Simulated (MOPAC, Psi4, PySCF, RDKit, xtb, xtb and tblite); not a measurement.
Two geometries of SMILES C[Si](CCOC)(C)C, relaxed at GFN2-xTB with one dihedral held; other torsions can differ between them too.

Structure A

```
24

C     -2.1698     0.9616    -1.4702
O     -1.7362     0.5762    -0.1920
C     -1.6078    -0.8194    -0.0125
C     -0.4498    -1.4473    -0.7838
Si    -0.0099    -3.2130    -0.1892
C      1.3423    -3.9095    -1.3419
C     -1.5572    -4.3285    -0.2731
C      0.6416    -3.1530     1.6029
H     -2.3501     2.0343    -1.4238
H     -1.4161     0.7594    -2.2397
H     -3.1008     0.4481    -1.7440
H     -1.4482    -0.9338     1.0620
H     -2.5506    -1.3185    -0.2815
H      0.4189    -0.7973    -0.6665
H     -0.6895    -1.4618    -1.8477
H      0.9993    -3.9697    -2.3702
H      2.2330    -3.2891    -1.3301
H      1.6366    -4.9088    -1.0375
H     -1.9806    -4.3490    -1.2730
H     -1.3200    -5.3520     0.0009
H     -2.3316    -3.9805     0.4040
H      0.9641    -4.1347     1.9365
H     -0.1225    -2.8095     2.2936
H      1.4903    -2.4819     1.6940
```

Structure B

```
24

C     -2.8301     1.0777     0.7544
O     -1.8215     0.5825    -0.0810
C     -1.6719    -0.8184     0.0003
C     -0.5152    -1.2360    -0.8947
Si     1.2059    -0.8193    -0.1582
C      2.5102    -1.8297    -1.1204
C      1.2698    -1.3288     1.6826
C      1.5590     1.0456    -0.3292
H     -2.8599     2.1560     0.6091
H     -3.8081     0.6486     0.4987
H     -2.6199     0.8569     1.8096
H     -1.4934    -1.1209     1.0425
H     -2.6104    -1.2999    -0.3277
H     -0.6486    -0.7468    -1.8579
H     -0.5938    -2.3097    -1.0676
H      2.3694    -2.8980    -0.9881
H      2.4655    -1.6231    -2.1851
H      3.5131    -1.5887    -0.7833
H      0.9120    -2.3437     1.8318
H      2.2847    -1.2813     2.0661
H      0.6616    -0.6700     2.2951
H      2.4229     1.3467     0.2562
H      0.7056     1.6266     0.0051
H      1.7521     1.3161    -1.3631
```

Problem. Which is lower in energy at the level Psi4 with B3LYP-D3(BJ)/def2-SVP // GFN2-xTB, and by how much?

Solution. B is lower, by 5.30 kJ/mol (dihedral O2–C3–C4–Si5: 165° in A, 75° in B).

E(B) − E(A) in kJ/mol at the other levels, on the same two geometries: GFN2-xTB (xtb and tblite) 0.00; MMFF94 // GFN2-xTB (RDKit) -6.74; B3LYP/def2-SVP // GFN2-xTB (Psi4) -5.01; PBE/def2-SVP // GFN2-xTB (Psi4) -4.26; PBE-D3(BJ)/def2-SVP // GFN2-xTB (Psi4) -4.51; UFF // GFN2-xTB (RDKit) -9.16; AM1, restricted, heats of formation // GFN2-xTB (MOPAC) 9.73; PM6, restricted, heats of formation // GFN2-xTB (MOPAC) 14.89; GFN1-xTB // GFN2-xTB (xtb) 1.74; restricted B3LYP/6-31G*, spherical d, density fitting // GFN2-xTB (PySCF) -3.02.
